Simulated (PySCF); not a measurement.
Compound: H₅PSeSi.
Atom-mapped SMILES: `[PH2:1][SiH2:2][SeH:3]` (hydrogens: H4, H5 on P1; H6, H7 on Si2; H8 on Se3)

Computed by this run: PBE0-D3(BJ)/def2-SVP geometry optimisation, gas phase (PySCF 2.14.0); density fitting, grid level 1; the optimiser is geomeTRIC in internal coordinates, started from a GFN2-xTB structure with every atom displaced at random (about 0.01 Å).

Step 0: E = -82570.1803 eV
```
atom  x, y, z in Å  |  force x, y, z in eV/Å
P1      1.7609   -0.1691   -0.3795    0.180   1.924  -1.225
Si2    -0.3636    0.6277   -0.1829    0.138  -1.030   0.390
Se3    -1.7721   -0.6407    1.1320   -0.158   0.744   0.400
H4      1.4054   -1.4676   -0.5517   -0.551  -1.655  -0.328
H5      1.9410   -0.3177    0.9644    0.194  -0.090   1.554
H6     -0.9612    0.7113   -1.5151   -0.090   0.181  -0.579
H7     -0.3366    1.9220    0.4960    0.029   0.551   0.141
H8     -1.3138   -1.9108    0.6345    0.259  -0.625  -0.353
```

Step 1: E = -82570.3295 eV
```
atom  x, y, z in Å  |  force x, y, z in eV/Å
P1      1.7646   -0.1214   -0.3466   -0.213  -0.457   0.234
Si2    -0.3831    0.5891   -0.1833    0.210   0.296   0.076
Se3    -1.6916   -0.6295    1.2387    0.108  -0.394  -0.244
H4      1.3555   -1.4773   -0.6691    0.176   0.388   0.118
H5      1.8574   -0.3796    1.0742   -0.021   0.028  -0.369
H6     -0.9242    0.7363   -1.5682   -0.060  -0.139   0.012
H7     -0.3586    1.9529    0.4298   -0.033  -0.030   0.001
H8     -1.2601   -1.9157    0.6221   -0.168   0.307   0.173
```

Question: Estimate the geometry and energy of step 2. (The exact step hangs on the optimiser's Hessian estimate; all steps are aligned on step 1, rigid shifts and turns removed.)

Answer: E = -82570.3510 eV, largest force 0.128 eV/Å
```
atom  x, y, z in Å  |  force x, y, z in eV/Å
P1      1.7682   -0.1210   -0.3487   -0.062  -0.096   0.058
Si2    -0.3727    0.5982   -0.1726    0.084   0.094   0.009
Se3    -1.6947   -0.6338    1.2295   -0.015   0.012   0.006
H4      1.3798   -1.4665   -0.6604    0.030   0.099   0.010
H5      1.8728   -0.3829    1.0547    0.010   0.011  -0.059
H6     -0.9304    0.7074   -1.5543   -0.018  -0.066   0.003
H7     -0.3632    1.9636    0.4333   -0.015  -0.027   0.007
H8     -1.2999   -1.9100    0.6161   -0.015  -0.027  -0.034
```

The energy changes by -0.0215 eV. The first-order estimate −F·Δx gives -0.0359 eV and the mean of the old and new forces, exact on a quadratic surface, -0.0215 eV. The step makes an angle of 61° with the force vector and moves no atom by more than 0.041 Å.

What follows is the cost of the whole optimisation. Hardware: one thread of an Arm Neoverse N1, no GPU, shared host with 64 logical CPUs at a one-minute load of 62. Cost: 52 s wall, 0.40 GiB resident at most.
